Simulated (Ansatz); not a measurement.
The cluster Si4Ni3, relaxed as a singlet with RKS r2SCAN-D4/def2-SVP in Ansatz, starting from the GFN2-xTB geometry. Force threshold 0.02 eV/Å.

The restricted singlet is unstable towards broken spin symmetry in Hartree–Fock (as tested in another run); at r2SCAN-D4/def2-SVP this wasn't settled. The relaxation made no stability test and no search for a lower SCF solution. No other spin state of charge 0 was run. Another isomer (triplet) lies 0.92 eV lower at PBE0-D4/def2-TZVP; other spin states weren't run for this one.

Start:

```csv
atom,x (Å),y (Å),z (Å)
Ni1,-1.639,2.208,-0.498
Ni2,-1.666,-1.749,1.010
Ni3,2.430,-1.368,0.040
Si4,0.487,-2.159,0.740
Si5,2.205,0.630,-0.711
Si6,0.462,2.168,-0.936
Si7,-2.279,0.270,0.354
```

```tsv
step	energy (eV)	largest force component (eV/Å)	SCF passes
1	-154608.0603	1.281	119
2	-154608.6256	0.455	43
3	-154608.7115	0.253	51
4	-154608.7181	0.130	46
5	-154608.7199	0.025	44
6	-154608.7403	0.185	63
7	-154608.8991	0.917	60
8	-154609.2104	0.932	47
9	-154609.5533	0.864	42
10	-154609.8911	0.754	38
11	-154610.2086	0.693	38
13	-154610.5710	0.438	45
15 (rejected)	-154610.5817	1.629	46
17	-154610.7445	0.219	37
19	-154610.7744	0.168	46
21	-154610.8119	0.193	47
23	-154610.9541	0.518	43
25	-154611.2441	0.464	38
27	-154611.3460	0.208	45
29	-154611.3678	0.040	31
30	-154611.3679	0.005	32
```

Force components are those of the run's own axes.

End:

```xyz
7

Ni   -0.8446    1.3621   -1.4864
Ni   -1.4772   -1.4190    1.5129
Ni    2.1132   -1.3455   -0.4594
Si    0.3574   -1.7079    0.5863
Si    0.9687    0.3700   -0.7595
Si    0.0548    2.4141    0.1900
Si   -1.1723    0.3262    0.4161
```

Bonds formed: Ni1–Si5, Si4–Si5, Si4–Si7, Si5–Si7, Si6–Si7 (atoms count from 1).

No frequencies were taken in this run, so the end may be a saddle point.

It took 2.3 min on 4 threads of Intel Xeon 6975P-C on a shared host.
